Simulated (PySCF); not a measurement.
Compound: C6H10FO (doublet state).
Z-matrix (Å and degrees, GFN2-xTB geometry), rows numbered from 1:
```
C 
C   1  1.3664
C   2  1.3802  1  125.32
F   3  1.3547  2  119.82  1     1.11
C   3  1.4962  2  126.10  1  -179.88
O   5  1.4041  3  113.58  2    33.21
C   6  1.4163  5  114.00  3    70.80
C   7  1.5192  6  108.25  5   177.84
H   1  1.0734  2  121.21  3  -179.86
H   1  1.0755  2  120.92  3    -0.24
H   2  1.0815  1  120.12  3  -179.73
H   5  1.1027  3  108.65  2   157.53
H   5  1.0992  3  110.31  2   -84.24
H   7  1.0999  6  110.15  5   -61.28
H   7  1.1014  6  109.56  5    57.43
H   8  1.0862  7  109.98  6  -179.58
H   8  1.0864  7  109.84  6   -59.20
H   8  1.0862  7  109.91  6    60.10
```

The hyperfine couplings belong to this conformer and change with its torsions.

The species is `C=C[C](F)COCC` [radical].

The calculation used PySCF, UKS B3LYP, pcH-1 on C F H O, non-relativistic, mean-field spin-orbit, GIAO. Geometry: GFN2-xTB, one conformer, isolated molecule. Couplings are sensitive to structure, and on GFN2-xTB geometries they can be far from those on DFT ones. The SCF solution wasn't tested for stability. ⟨S²⟩ is 0.776 where a pure state has 0.75.

Question: Break the g tensor into its mass correction, gauge correction and orbital-Zeeman/spin–orbit terms.

Answer: 
| Δg (ppm) | 1 | 2 | 3 |
| --- | --- | --- | --- |
| relativistic mass correction | -175 | -175 | -175 |
| gauge correction | 1 | 43 | 39 |
| orbital Zeeman/spin–orbit | -55 | 1287 | 1786 |
| total | -228 | 1155 | 1650 |

So g = 2.00209, 2.00347, 2.00397 and g_iso = 2.00318; the tensor is rhombic: the two nearest values differ by 26 % of g3 − g1. Axes: g2 points within 4° of the C1–H10 bond.

Question: How much does each term add to the isotropic shift?

Answer: The orbital-Zeeman/spin–orbit term 1006, the mass correction -175 and the gauge correction 27 ppm, for a total of 859 ppm. The orbital-Zeeman/spin–orbit term is the largest in size. The mass correction is the same along every axis, so the anisotropy comes from the other two: their spans along these axes are 41 (gauge) and 1841 ppm (orbital Zeeman/spin–orbit).

Question: At 33.856 GHz, how far is the centre of the isotropic spectrum from where a free electron (g = 2.002319) resonates?

Answer: B = hν/(g μB) with μB/h = 13.99624 MHz/mT gives 1208.07 mT for the free electron and 1207.55 mT at g_iso, 0.52 mT lower.

Question: What are the electron Larmor frequencies g μB B/h along the three axes at 3350 mT?

Answer: 93.8729, 93.9377, 93.9610 GHz for g1, g2 and g3, a range of 88.1 MHz.

Question: In a frozen sample, at which fields do the three g values resonate at 9.5, 34, 94 and 263 GHz (hyperfine left aside), and which band first spreads them over more than twice a line width of 0.3 mT?

Answer: 
```json
{"band": "X", "GHz": "9.5", "B(g3) mT": "338.70", "B(g2) mT": "338.79", "B(g1) mT": "339.02", "spread mT": "0.32"}
{"band": "Q", "GHz": "34.0", "B(g3) mT": "1212.21", "B(g2) mT": "1212.51", "B(g1) mT": "1213.34", "spread mT": "1.14"}
{"band": "W", "GHz": "94.0", "B(g3) mT": "3351.39", "B(g2) mT": "3352.22", "B(g1) mT": "3354.54", "spread mT": "3.14"}
{"band": "J", "GHz": "263.0", "B(g3) mT": "9376.77", "B(g2) mT": "9379.09", "B(g1) mT": "9385.57", "spread mT": "8.80"}
```

The spread grows in proportion to the frequency. Q band is the first where it exceeds 0.6 mT.

Largest spin populations (Mulliken): C1 (+0.66), C3 (+0.59) and C2 (-0.25). The angles at C1 add up to 360.0°, so it is planar; its axial dipolar tensor and the negative couplings of its protons fit spin in a p orbital normal to that plane.

The HOMO–LUMO gaps are 5.92 eV among the α and 5.35 eV among the β orbitals.
